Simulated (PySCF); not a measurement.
This PySCF input asks for the NMR shieldings of `InChI=1S/C5H12P2/c1-4-5-7(2,3)6/h4H,1-2,5-6H2,3H3/t7-/m0/s1`; the geometry comes from GFN2-xTB.

```python
import basis_set_exchange as bse
import numpy as np
from pyscf import gto, dft
from pyscf.prop import nmr

atoms = """
C     2.894742   -0.102974   -0.585041
C     1.705171   -0.246116   -1.139098
C     0.585020   -1.023651   -0.541647
P    -0.692346    0.156701    0.061723
C    -0.130254    0.862656    1.510767
C    -2.128145   -0.900035    0.458123
P    -1.372149    1.021098   -1.929288
H     3.142330   -0.579840    0.348978
H     3.667708    0.492895   -1.039202
H     1.472565    0.241452   -2.080412
H     0.914410   -1.608244    0.320006
H     0.115938   -1.670902   -1.289283
H     0.815288    1.381233    1.376587
H    -0.879689    1.496728    1.977484
H    -1.799122   -1.670295    1.153465
H    -2.537638   -1.346972   -0.447202
H    -2.889737   -0.290142    0.941342
H    -2.394407    1.701548   -1.273421
H    -0.499489    2.094109   -1.785853
"""
names = dict.fromkeys(["C", "P", "H"], "pcSseg-1")
basis = {el: gto.basis.parse(bse.get_basis(n, elements=[el], fmt="nwchem")) for el, n in names.items()}
mol = gto.M(atom=atoms, basis=basis, charge=0, verbose=0)
mf = dft.RKS(mol, xc="PBE0")
mf.grids.level = 2
mf.grids.alignment = dft.numint.BLKSIZE   # the property module wants whole blocks of grid points
mf.conv_tol = 1e-9
mf.kernel()

calc = nmr.RKS(mf)   # GIAO
C = mf.mo_coeff
Co = C[:, mf.mo_occ > 0]
resp = mf.gen_response(singlet=True, hermi=2)
def vind(x):   # induced exchange potential for any number of trial vectors
    d = np.einsum("pi,xij,qj->xpq", C, 2 * x.reshape(-1, C.shape[1], Co.shape[1]), Co, optimize=True)
    return np.einsum("xpq,pi,qj->xij", resp(d - d.transpose(0, 2, 1)), C, Co, optimize=True).ravel()
mo1, _ = nmr.rhf.solve_mo1(calc, with_cphf=vind)
sigma = calc.kernel(mo1)
for i, s in enumerate(sigma):   # ppm
    w = np.linalg.eigvalsh((s + s.T) / 2)
    print("%2d %-2s iso %8.1f  s11 %8.1f  s22 %8.1f  s33 %8.1f" % (i, mol.atom_pure_symbol(i), w.mean(), *w))
```

**Question.** Give the expected output.

**Answer.** 
```
 0 C  iso     61.4  s11    -51.4  s22     76.7  s33    158.7
 1 C  iso     49.6  s11    -70.8  s22     57.3  s33    162.2
 2 C  iso    139.6  s11    125.0  s22    137.3  s33    156.5
 3 P  iso    338.4  s11    248.8  s22    318.3  s33    448.2
 4 C  iso    163.6  s11    143.1  s22    154.4  s33    193.2
 5 C  iso    166.1  s11    144.2  s22    164.6  s33    189.6
 6 P  iso    461.0  s11    366.8  s22    416.1  s33    600.2
 7 H  iso     26.0  s11     22.0  s22     25.2  s33     30.9
 8 H  iso     26.2  s11     23.0  s22     25.2  s33     30.5
 9 H  iso     25.7  s11     22.8  s22     24.2  s33     30.2
10 H  iso     29.1  s11     25.6  s22     28.2  s33     33.5
11 H  iso     29.1  s11     25.9  s22     28.2  s33     33.1
12 H  iso     30.7  s11     25.7  s22     29.9  s33     36.5
13 H  iso     31.0  s11     26.6  s22     29.0  s33     37.4
14 H  iso     30.2  s11     25.9  s22     27.8  s33     36.8
15 H  iso     30.6  s11     26.2  s22     29.0  s33     36.6
16 H  iso     30.0  s11     26.3  s22     28.0  s33     35.8
17 H  iso     29.4  s11     25.7  s22     28.2  s33     34.3
18 H  iso     29.5  s11     25.4  s22     28.2  s33     34.7
```

These numbers come from an equivalent density-fitted implementation of the same equations, which agrees with the script to about 0.01 ppm for H and up to a few tenths of a ppm for heavy atoms, so last digits may differ.

**Question.** Turn these shieldings into chemical shifts. References, each an isolated molecule treated in the same way: ¹³C (σref 186.93) and ¹H (σref 31.72) against TMS; ³¹P (σref 318.38) vs H3PO4.

**Answer.** Averaging equivalent atoms: C 1: 137.4; C 0: 125.6; C 2: 47.3; C 4: 23.4; C 5: 20.8; P 3: -20.0; P 6: -142.7; H 9: 5.97; H 7: 5.68; H 8: 5.47; H 11: 2.65; H 10: 2.60; H 17/18: 2.28; H 14/15/16: 1.44; H 12/13: 0.86 ppm. Experimental scales use liquid or dissolved standards, which lie at an offset from isolated H3PO4.

Size and cost of the density-fitted run: 193 basis functions, 28 s wall time on 1 thread of an Arm Neoverse V2, shared host; peak memory 0.86 GiB.
